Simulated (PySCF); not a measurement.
## Telling isomers of C5H8Cl2OSi apart by NMR

All values are calculated (PySCF): geometry from GFN2-xTB, shielding tensors at PBE0/pcSseg-1 (GIAO). One averaged value for each set of equivalent atoms, single conformer, relativity neglected, in vacuum.

Referencing at the same level of theory: ¹H, ¹³C vs TMS. Where no couplings were computed, multiplicities follow the n + 1 count of equivalent neighbours, and m marks all less simple cases (inequivalent or close neighbours, rings, F or P nearby). Shifts are as computed. Against solution values, carbons near 30 ppm lie about +3 ppm off and those near 130 ppm about +5 ppm; carbons on Cl a further +6 ppm. Of 1211 compounds with measured shifts, 218 miss one by over three times the rms of a fit or turn the order of signals round; such compounds aren't used in these exercises. Carbons bonded to Cl come out too deshielded.

(1) Tabulate the signals of `CC(=O)[C@@H]1[SiH2][C@@H]1C(Cl)Cl`, `CO[Si@@H](Cl)C1=C(Cl)CC1` and their relative energies.

(2) What is the quickest way to tell CC(=O)[C@@H]1[SiH2][C@@H]1C(Cl)Cl from CO[Si@@H](Cl)C1=C(Cl)CC1?

Results:

(1) 
```json
{"SMILES": "CC(=O)[C@@H]1[SiH2][C@@H]1C(Cl)Cl", "carbon types": "1×C 3×CH 1×CH3", "δC": "214.2, 84.3, 40.4, 34.7, 32.5", "δH": "6.97 (d, 1H), 3.30 (m, 1H), 3.23 (m, 1H), 2.65 (m, 1H), 2.42 (s, 3H), 2.38 (m, 1H)", "E rel. (kcal/mol)": "45.2"}
{"SMILES": "CO[Si@@H](Cl)C1=C(Cl)CC1", "carbon types": "2×C 2×CH2 1×CH3", "δC": "156.9, 152.8, 53.4, 41.1, 28.8", "δH": "5.50 (s, 1H), 4.02 (s, 3H), 2.93 (m, 1H), 2.88 (m, 1H), 2.56 (m, 1H), 2.46 (m, 1H)", "E rel. (kcal/mol)": "0.0"}
```

Energies are electronic energies at PBE0/pcSseg-1 on these geometries, without zero-point or thermal terms, each for the one conformer computed, which needn't be the lowest.

(2) Both give the same number of carbon signals, but DEPT or the intensities differ. The first has an sp3 CH bonded to 2 Cl at 84.3 ppm, the second a fully substituted alkene carbon (C) at 152.8 ppm. Their most deshielded carbons lie at 214.2 and 156.9 ppm. In the proton spectra the most deshielded non-exchanging signals are 6.97 (d, 1H) and 5.50 (s, 1H).
